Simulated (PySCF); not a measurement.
**Optical rotation: `C=N[C@@H]1C(=C)[C@H]1O`, C₅H₇NO**

Geometry:
```
atom   x (Å)   y (Å)   z (Å)
  C1   2.217  -0.417   0.353
  N2   1.589   0.294   1.177
  C3   0.208   0.509   1.081
  C4  -0.727  -0.347   0.297
  C5  -1.345  -1.496   0.207
  C6  -0.441   0.981  -0.238
  O7  -1.362   2.015  -0.272
  H8   3.284  -0.512   0.483
  H9   1.770  -0.955  -0.489
 H10  -0.182   0.957   1.991
 H11  -1.210  -2.271   0.945
 H12  -2.012  -1.716  -0.612
 H13   0.225   1.065  -1.091
 H14  -2.015   1.891   0.426
```

Computed with TDDFT CAM-B3LYP/def2-SVPD circular dichroism and optical rotation, one conformer, gas phase in PySCF. Geometry: GFN2-xTB.

The molecule is flexible and this is one conformer; a measurement averages over conformers.

Stereocentres: C3 R, C6 R.

Task: Give the optical rotatory dispersion at 633, 589.3, 546, 436, 405, 365, 355 nm.

Result: [α] in deg dm⁻¹ (g/mL)⁻¹:
| λ (nm) | origin-invariant length gauge | modified velocity gauge | length gauge (centre of mass) | isotropic polarisability (au) |
| --- | --- | --- | --- | --- |
| 633 | +117.3 | +134.5 | +116.5 | 73.6 |
| 589.3 | +136.9 | +157.8 | +135.9 | 74.0 |
| 546 | +161.7 | +187.3 | +160.5 | 74.4 |
| 436 | +261.9 | +313.3 | +259.9 | 76.3 |
| 405 | +302.2 | +369.0 | +299.6 | 77.2 |
| 365 | +348.0 | +449.4 | +344.5 | 78.9 |
| 355 | +350.7 | +465.4 | +346.9 | 79.4 |

Task: And for the mirror image at 589.3 nm?

Result: -136.9 deg dm⁻¹ (g/mL)⁻¹ (origin-invariant length gauge): the same size and the opposite sign.

Task: What is the molar rotation [Φ] = [α]·M/100 of the geometry above at 589.3 nm?

Result: With M = 97.12 g/mol, +133.0 deg cm² dmol⁻¹ (origin-invariant length gauge).

The first excitation lies at 4.65 eV (266 nm) with R = -10.6 × 10⁻⁴⁰ esu² cm² (velocity form).
